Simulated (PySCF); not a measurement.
A side-by-side comparison of computed properties.

First species: p-toluquinone, C₇H₆O₂.
Numbering: `[CH3:1][C:2]1=[CH:3][C:4](=[O:5])[CH:6]=[CH:7][C:8]1=[O:9]` (hydrogens: H10, H11, H12 on C1; H13 on C3; H14 on C6; H15 on C7)

Second species: C7H10Cl2.
SMILES: `ClCC(Cl)=C1CCCC1`

Levels: B3LYP/def2-SVPD for HOMO energy, LUMO energy, HOMO–LUMO gap and static isotropic polarisability; TDDFT B3LYP/def2-SVPD for lowest singlet excitation. Geometries: PBE0-D3(BJ)/def2-SVP. Each structure is a single optimised conformer of the isolated species, non-relativistic unless stated. Electronic properties by PySCF.

```json
{"property": "HOMO energy", "column X": "-7.65 eV", "column Y": "-6.76 eV"}
{"property": "LUMO energy", "column X": "-3.78 eV", "column Y": "-1.01 eV"}
{"property": "HOMO–LUMO gap", "column X": "3.87 eV", "column Y": "5.75 eV"}
{"property": "lowest singlet excitation", "column X": "2.53 eV", "column Y": "5.43 eV"}
{"property": "static isotropic polarisability", "column X": "89.8 au", "column Y": "112.7 au"}
```

**Question.** Which column belongs to which species?

**Answer.** Column X is the first species and column Y the second. The first has 15 atoms and 64 electrons, the second 19 and 86.

**Question.** How does each property change from the first species to the second?

**Answer.** HOMO energy +0.89 eV; LUMO energy +2.77 eV; HOMO–LUMO gap +1.88 eV; lowest singlet excitation +2.90 eV; static isotropic polarisability +22.9 au.

On the first: 2 of the 6 computed singlets lie in the visible range (750 to 380 nm, 1.65 to 3.26 eV), with an oscillator strength of 0.000 in sum. The 6 singlets span 2.53 to 5.84 eV, and their oscillator strengths add up to 0.29.

On the second: No computed singlet falls in the visible range (750 to 380 nm, 1.65 to 3.26 eV); S1 lies 2.17 eV above its blue end. The polarisability is 16.70 Å³ as a volume (1 au = 0.148185 Å³), or 1.31 au for each of the 86 electrons.
